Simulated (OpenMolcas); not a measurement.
A calculation on Re4+.

```
Program             : OpenMolcas 26.06
Method              : CASSCF
Basis               : ANO-RCC-VQZP [9s8p6d4f3g2h]
Scalar Hamiltonian  : DKH2, point nucleus
Active space        : 3 electrons in 5 orbitals (5d)
State averaging     : 2S+1 = 4 even, 10 roots; 2S+1 = 2 even, 40 roots (28 in the spin-orbit step)
Spin-orbit coupling : state interaction with AMFI integrals over the reference wave functions, term energies averaged over their components
```

Which level of the active space comes out lowest?

5d³ ⁴F_3/2, with 90 % of that term; it is also the measured ground level.

How high does 5d³ ⁴F_9/2 lie?

1.5059 eV above the lowest level; measured 1.4771 eV above the ground level, so the calculation is off by +2 %.

How high does 5d³ ⁴F_7/2 lie?

1.1149 eV above the lowest level; measured 1.1125 eV above the ground level, so the calculation is off by 0 %.

How high does 5d³ ⁴F_5/2 lie?

0.5560 eV above the lowest level; measured 0.6017 eV above the ground level, so the calculation is off by -8 %.

The level at 1.8860 eV has J = 3/2. What is it made of, and what is its g factor?

54 % 5d³ ⁴P_3/2, 32 % 5d³ ²P, 10 % 5d³ ²D; g = 1.463, against 1.735 from Landé's formula for the pure leading term.

Measured values: the list in Brasseur, Gamrath and Quinet, At. Data Nucl. Data Tables 157, 101636 (2024).

Some high roots are left out of the spin-orbit mixing, which shifts the levels that they would mix with. Without dynamic correlation excited terms often stand tens of per cent too high (terms of higher spin than the ground term too low), and those without a measured partner can miss by more than the paired ones. Computed and measured levels are paired by configuration, term and J; levels that our copy of the source lacks, or whose pairing is in doubt (as where it misses far off the trend of its configuration), stay unpaired and out of the deviations. Only configurations of the active space appear.
